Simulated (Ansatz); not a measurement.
Steps of a relaxation of CH3AlOS (`C1[O][AlH][S]1`) with RKS PBE-D4/def2-SVP.

```sh
$ ansatz run in.yaml --threads 2 --pin off --events-out ev --progress --plain --max-ram 4352MiB
```

```yaml
crystal:
  periodic: [false, false, false]
  atoms:
    - {symbol: C, position_ang: [-0.430800, 0.802100, -0.049900]}
    - {symbol: O, position_ang: [0.012700, 0.185600, 1.076000]}
    - {symbol: Al, position_ang: [0.400700, -1.428700, 0.297400]}
    - {symbol: S, position_ang: [-0.556500, -0.409500, -1.366400]}
    - {symbol: H, position_ang: [0.230200, 1.635600, -0.397100]}
    - {symbol: H, position_ang: [-1.474200, 1.303400, 0.157500]}
    - {symbol: H, position_ang: [1.879200, -2.156500, 0.236800]}
basis:
  gaussian: {orbitals: def2-SVP}
hamiltonian: {xc: pbe, dispersion: d4}
relax: {f_tol: 0.03, max_steps: 200}
```

Positions (Å) and forces (eV/Å) along the path, 6 of 6 steps:

```xyz
7
step=1 energy=-20546.2256 eV
C    -0.431    0.802   -0.050   -2.354    2.053    0.538
O     0.013    0.186    1.076    1.365   -1.569    1.356
Al    0.401   -1.429    0.297    0.966    1.299    0.054
S    -0.556   -0.409   -1.366   -0.421   -0.941   -1.878
H     0.230    1.636   -0.397    0.137   -0.115   -0.008
H    -1.474    1.303    0.158    1.155   -0.586   -0.490
H     1.879   -2.156    0.237   -0.847   -0.141    0.428
7
step=2 energy=-20546.6866 eV
C    -0.471    0.810   -0.032   -0.642    1.532    0.329
O     0.115    0.198    1.072    0.398   -1.012    0.012
Al    0.509   -1.336    0.201    0.597    0.742    0.138
S    -0.573   -0.364   -1.439   -0.142   -0.794   -0.634
H     0.156    1.660   -0.408   -0.041   -0.065    0.114
H    -1.493    1.258    0.193    0.478   -0.478   -0.082
H     1.818   -2.293    0.366   -0.649    0.075    0.123
7
step=3 energy=-20546.8918 eV
C    -0.478    0.843   -0.031    0.160    0.270    0.211
O     0.198    0.210    1.039    0.020   -0.090   -0.317
Al    0.640   -1.240    0.122    0.166   -0.003    0.106
S    -0.579   -0.367   -1.480    0.129   -0.226   -0.064
H     0.090    1.733   -0.399   -0.116   -0.083    0.060
H    -1.510    1.163    0.234    0.005   -0.114    0.071
H     1.700   -2.410    0.468   -0.363    0.246   -0.068
7
step=4 energy=-20546.9359 eV
C    -0.460    0.860   -0.026    0.051   -0.037   -0.107
O     0.321    0.269    0.982   -0.039    0.051    0.060
Al    0.683   -1.213    0.106    0.045   -0.013   -0.017
S    -0.502   -0.353   -1.510   -0.046   -0.013   -0.011
H    -0.021    1.810   -0.407   -0.014   -0.024    0.068
H    -1.514    1.032    0.290    0.049   -0.016    0.014
H     1.555   -2.473    0.519   -0.047    0.052   -0.006
7
step=5 energy=-20546.9354 eV rejected
C    -0.456    0.853   -0.034   -0.108    0.067    0.133
O     0.309    0.263    0.988    0.051   -0.019   -0.091
Al    0.696   -1.202    0.092   -0.040   -0.025    0.062
S    -0.520   -0.360   -1.510    0.060    0.014   -0.014
H    -0.010    1.806   -0.394   -0.011   -0.032   -0.038
H    -1.508    1.033    0.287    0.034    0.001   -0.032
H     1.550   -2.461    0.526    0.014   -0.006   -0.019
7
step=6 energy=-20546.9373 eV
C    -0.458    0.856   -0.030   -0.004    0.004   -0.005
O     0.320    0.270    0.983    0.005   -0.002    0.004
Al    0.689   -1.207    0.101   -0.006    0.004   -0.004
S    -0.508   -0.355   -1.511    0.005   -0.007    0.001
H    -0.020    1.809   -0.401    0.000    0.001    0.003
H    -1.509    1.027    0.290   -0.001    0.001    0.001
H     1.548   -2.468    0.523    0.001   -0.002   -0.001
```

It took 8 s on 2 threads of an Arm Neoverse V2 on a shared host, with 0.15 GiB of host memory at the peak.
